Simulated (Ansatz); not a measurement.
Relaxation of F2H3NSi (7 atoms, charge 0, multiplicity 1), to a largest force component of 0.03 eV/Å in at most 50 steps.

Level of theory: RKS PBE0/cc-pVDZ (Ansatz 0.2.0).

```xyz
7
Properties=species:S:1:pos:R:3
Si -0.777 0.172 0.474
H 1.688 -0.179 1.407
F 2.000 -0.093 0.541
N -1.027 1.459 -0.641
H -1.136 1.317 -1.642
H -1.009 2.442 -0.389
F -0.941 -1.095 -0.598
```

Task: Where does it end, and by what steps?

Result: It converged. After 5 steps the energy has fallen by 0.002 eV; H2 moved furthest, 0.05 Å.

```
step  energy less start (eV)  largest force component (eV/Å)  accepted
   0                  0.0000                           0.143       yes
   1                 -0.0012                           0.040       yes
   2                 -0.0013                           0.066       yes
   3                 -0.0015                           0.032       yes
   4                 -0.0015                           0.075        no
   5                 -0.0016                           0.025       yes
```

```xyz
7
Properties=species:S:1:pos:R:3
Si -0.743 0.184 0.473
H 1.644 -0.173 1.397
F 2.007 -0.122 0.544
N -1.027 1.462 -0.644
H -1.162 1.317 -1.642
H -1.013 2.443 -0.388
F -0.908 -1.088 -0.591
```

Whether the end is a true minimum wasn't checked by a vibrational analysis.

The run took 9.3 s on 2 threads of Arm Neoverse V1 (shared host), peak memory 0.14 GiB.
